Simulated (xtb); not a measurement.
HfO$_{2}$, charge -1, doublet, at a GFN2-xTB geometry (such geometries of metal compounds can be far from the true shape) (the multiplicity is a formal guess). Base run: GFN2-xTB (xtb).

Geometry (Å):
```xyz
3

Hf     0.0793    -0.0009     0.0936
O      0.8753     0.2820    -1.4625
O     -1.5890    -0.2738     0.6202
```
Charge -1, spin multiplicity 2.
All else is at xtb's defaults.
Base energy -9.73845 Eh.

Variants of this job, named by their change:

```json
[
 {"change": "base", "ΔE vs base (kJ/mol)": "0.00", "G_solv (kcal/mol)": "-", "SCF cycles": "36"},
 {"change": "etemp = 3000", "ΔE vs base (kJ/mol)": "-15.10", "G_solv (kcal/mol)": "-", "SCF cycles": "37"},
 {"change": "file = coord", "ΔE vs base (kJ/mol)": "0.00", "G_solv (kcal/mol)": "-", "SCF cycles": "36"},
 {"change": "alpb = ether", "ΔE vs base (kJ/mol)": "-134.5", "G_solv (kcal/mol)": "-32.19", "SCF cycles": "37"},
 {"change": "alpb = ch2cl2", "ΔE vs base (kJ/mol)": "-192.5", "G_solv (kcal/mol)": "-46.02", "SCF cycles": "42"},
 {"change": "gbsa = thf", "ΔE vs base (kJ/mol)": "-243.1", "G_solv (kcal/mol)": "-58.85", "SCF cycles": "37"},
 {"change": "alpb = acetone", "ΔE vs base (kJ/mol)": "-168.7", "G_solv (kcal/mol)": "-40.32", "SCF cycles": "39"},
 {"change": "acc = 0.0001", "ΔE vs base (kJ/mol)": "0.00", "G_solv (kcal/mol)": "-", "SCF cycles": "41"},
 {"change": "etemp = 5000", "ΔE vs base (kJ/mol)": "-58.9", "G_solv (kcal/mol)": "-", "SCF cycles": "33"}
]
```

ALPB and GBSA are two models with their own fitted parameters for each solvent, which aren't always the measured dielectric constant.
